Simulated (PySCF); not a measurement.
C2H4BCl2N.
Atom-mapped SMILES: `[H]/[N:3]=[C:2](/[CH3:1])[B:4]([Cl:5])[Cl:6]` (hydrogens: H7, H8, H9 on C1; H10 on N3)

Geometry (PBE0-D3(BJ)/def2-SVP, Å), atoms numbered from 1 in this order:
```xyz
10
C2H4BCl2N angstrom
C     -0.4027    0.4605   -0.2463
C      0.7380   -0.4822   -0.4966
N      0.8874   -1.4957    0.2702
B      1.7226   -0.1915   -1.7042
Cl     1.5030    1.1975   -2.7393
Cl     3.0644   -1.2713   -2.0207
H     -0.9744    0.1243    0.6284
H     -1.0680    0.5112   -1.1232
H     -0.0355    1.4852   -0.0761
H      1.7076   -2.0394   -0.0268
```

Theory: TDDFT wB97X-D/def2-SVPD, vertical, gas phase, core orbitals frozen in the response in PySCF.

Ground-to-excited transition dipoles (e·a0, same axes as the geometry; the sign carries no meaning), for the states with f of 0.002 or more among the lowest 10:

```
state  E (hartree)      μx      μy      μz
   S4       0.2241  -0.330  -0.394   0.663
   S5       0.2431  -0.298   0.842  -0.470
   S6       0.2638  -0.075  -0.069  -0.082
  S10       0.2828  -0.394   0.036   0.342
```

Problem. Work out the oscillator strengths.

Solution. f = (2/3) ΔE |μ|² with ΔE in hartree (27.2114 eV).

```tsv
state	|μ|² (au)	|μ| (D)	f
S4	0.703	2.13	0.105
S5	1.018	2.57	0.165
S6	0.017	0.33	0.003
S10	0.273	1.33	0.051
```

Problem. The point group is Cs. Which irreducible representation does each state belong to?

Solution. From a totally symmetric ground state, an allowed state transforms like the component of the dipole operator along its μ. Polarised normal to the mirror plane, so A″: S6. Polarised in the mirror plane, so A′: S4, S5 and S10.

Problem. Which bond between heavy atoms lies closest to the direction of the S5 transition dipole?

Solution. B4–Cl5 and C2–N3, at 12° from it; next C1–C2 at 48°.

Problem. What angle do the transition dipoles of S4 and S10 make?

Solution. |cos θ| = |μa·μb| / (|μa| |μb|) = 0.78, so θ ≈ 39° (taken between 0 and 90°, since the signs are arbitrary).

Problem. How is the summed strength of these states shared among x, y and z?

Solution. (2/3) Σ ΔE μα² gives 0.061 for x, 0.139 for y and 0.125 for z, 0.325 in all.

Problem. What peak molar absorption coefficient would the strongest computed level give as a lone Gaussian band 0.4 eV wide at half height?

Solution. ε(max) = 2.175×10⁸ f / FWHM, with the width in cm⁻¹. S5: 2.175×10⁸ × 0.1651 / 3226 ≈ 11000 L mol⁻¹ cm⁻¹.

The vertical ionisation energy (ΔSCF) is 9.98 eV, 2.29 eV above S10.

Time: 58 s. Hardware: Arm Neoverse V1, one thread, shared host.
